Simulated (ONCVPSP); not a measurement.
**Ranking ONCV potentials for zinc (Zn)**

All share these settings but for the change named:

```json
{
 "Element": "zinc (Zn)",
 "Generator": "ONCVPSP 4.0.1",
 "Type": "optimised norm-conserving Vanderbilt (ONCV)",
 "Functional": "LDA (Perdew-Wang 92)",
 "Relativity": "scalar-relativistic",
 "Frozen core": "[Ne]",
 "Valence charge": "20",
 "Reference configuration": "3s2 3p6 3d10 4s1.75 (charge +0.25)",
 "Partial waves": "3s+4s: rc 1.30 bohr, ncon 5, nbas 10, qcut 9.3 1/bohr, 2 projectors; 3p: rc 0.70 bohr, ncon 4, nbas 8, qcut 10.3 1/bohr, 2 projectors, debl 3.1 Ha; 3d: rc 1.30 bohr, ncon 3, nbas 7, qcut 10 1/bohr, 3 projectors, debl 2.6 Ha",
 "Local potential": "polynomial inside 0.55 bohr (lpopt 5, dvloc0 4 Ha)",
 "Core correction": "Teter function, fcfact 5.25, rcfact 1.75"
}
```

In the p channel the program set the typed energies aside and used -3.143, 0.250 Ha.

Cutoff: the first of the cutoffs (Ha) at which the residual kinetic energy of the hardest occupied pseudo-wave falls to 1 and 0.1 mHa per electron; the density cutoff is not measured.

The base gives 126 Ha.

Of 8 variants that were run, those that failed, showed a ghost or another fault, or gave nearly equal values are left out.

**Question.** Rank these variants from softest to hardest (loose cutoff).
A. all radii but the core radius scaled by about 0.91 (s 1.18, p 0.64, d 1.18 bohr); local potential polynomial inside 0.50 bohr (lpopt 5, dvloc0 4 Ha)
B. all radii but the core radius scaled by about 1.03 (s 1.34, p 0.72, d 1.34 bohr); local potential polynomial inside 0.58 bohr (lpopt 5, dvloc0 4 Ha)
C. all radii but the core radius scaled by about 1.26 (s 1.64, p 0.88, d 1.64 bohr); local potential polynomial inside 0.70 bohr (lpopt 5, dvloc0 4 Ha)

**Answer.** C (47 Ha), B (74 Ha), A (250 Ha).
